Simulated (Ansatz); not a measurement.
Question: Name a neutral molecule of Al, Se and H with LUMO energy (ωB97M-V/def2-TZVPP) between 0.00 and 0.30 eV and HOMO energy (PBE0/def2-TZVPP) between -7.55 and -7.25 eV (Ansatz, PBE0-D4/def2-TZVP geometry).

Answer: `[AlH2][SeH]` (0.13 eV, -7.45 eV). Other molecules can fit too; these were computed, each in one conformer that needn't be the lowest.
